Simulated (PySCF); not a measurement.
A made-up structure of CH₄GeS, closed shell:

```xyz
7
angstrom
C -0.7883 -0.2084 -0.5476
S -0.4297 -1.4659 0.7562
Ge 0.7751 0.3345 0.4391
H -0.6568 -0.5706 -1.5619
H -1.7112 0.3408 -0.3928
H 0.6549 1.4380 1.4866
H -0.5679 -2.4044 1.7307
```

It is relaxed with PBE-D4/def2-SVP and then PBE0-D4/def2-TZVP (PySCF 2.14 with density fitting (its default auxiliary sets; JK sets also for MP2 and CCSD(T))). Atoms count as bonded within 1.22 times the sum of their covalent radii (H–H: 0.88 Å). The end point is not checked to be a true minimum.

(1) Does its bonding change? (A judgement: the text doesn't fix the answer.)

## Answers

(1) The calculation gives: No: no bond forms or breaks.

Where it ends: The first stage lowers the energy by 3.05 eV in 22 steps. It ends as CH₄GeS ([CH2]1[SH][GeH]1):
```json
{"atom": "C1", "x (Å)": "-0.6313", "y (Å)": "-0.4251", "z (Å)": "-0.4956"}
{"atom": "S2", "x (Å)": "0.0914", "y (Å)": "-1.6271", "z (Å)": "0.6726"}
{"atom": "Ge3", "x (Å)": "0.7799", "y (Å)": "0.7583", "z (Å)": "0.3332"}
{"atom": "H4", "x (Å)": "-0.4179", "y (Å)": "-0.7961", "z (Å)": "-1.4959"}
{"atom": "H5", "x (Å)": "-1.6976", "y (Å)": "-0.3043", "z (Å)": "-0.3336"}
{"atom": "H6", "x (Å)": "-0.2025", "y (Å)": "1.1467", "z (Å)": "1.5341"}
{"atom": "H7", "x (Å)": "-0.6849", "y (Å)": "-1.3350", "z (Å)": "1.7275"}
```

Labels in which every atom is bracketed show which atoms are joined, not bond orders.

For scale, one of the runs: PBE0-D4/def2-TZVP relaxation, 140 basis functions, launched by `OMP_NUM_THREADS=2 python run.py`. Hardware: 2 CPU threads of an Arm Neoverse V1, shared host. Wall time 79 s; peak host memory 1.3 GiB.
